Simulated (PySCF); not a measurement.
Computed XPS line lists of a few unrelated compounds.

Theory: delta-SCF UKS SCAN, pcX-2 on the ionised atom, pcseg-1 elsewhere, spin-free X2C in PySCF. Geometries: PBE0-D3(BJ)/def2-SVP; isolated species, one conformer each.

Line lists (1s up to Mg, 2p3/2 beyond, nothing for Ge; areas count atoms within a level, one atom standing for each set equivalent by bonding):
1. C 1s: 291.37 (area 1), 293.38 (area 1), 293.42 (area 1) eV; F 1s: 692.42 (area 1), 692.71 (area 1) eV
2. Cl 2p3/2: 205.40 eV
3. C 1s: 289.23 (area 1), 289.42 (area 2), 289.82 (area 1), 291.26 (area 2), 291.50 (area 1) eV; N 1s: 404.03 eV; Si 2p3/2: 106.13 eV

Structures:
A. `CC#C[Si]1(N(C)C)CC1`
B. `[Cl][GeH2][GeH3]`
C. `C[C@H](F)CF`

Question: Match each list to its structure.

Answer: 
- 1 = C: no other candidate has this set of levels. C 1s: 291.37 methyl carbon, 293.38 sp3 C–F carbon, 293.42 sp3 C–F carbon; F 1s: 692.42 alkyl fluorine, 692.71 alkyl fluorine.
- 2 = B: no other candidate has this set of levels. Cl 2p3/2: 205.40 chlorine bonded to Ge.
- 3 = A: no other candidate has this set of levels. C 1s: 289.23 alkyne carbon, 289.42 sp3 carbon bound to silicon (×2), 289.82 alkyne carbon, 291.26 N-methyl carbon (×2), 291.50 propargylic carbon; N 1s: 404.03 silicon-bound nitrogen; Si 2p3/2: 106.13 four-coordinate silicon.

Spin–orbit coupling isn't in the SCF: each 2p doublet comes from a relaxed spin-free hole plus a matrix of the shell (mean-field spin–orbit coupling and the ground-state 2p splitting), with 2p3/2 averaged over its two sublevels. 1 of these hole states is spin-contaminated (⟨S²⟩ 0.86, against 0.75; counted from 0.85) and less certain.
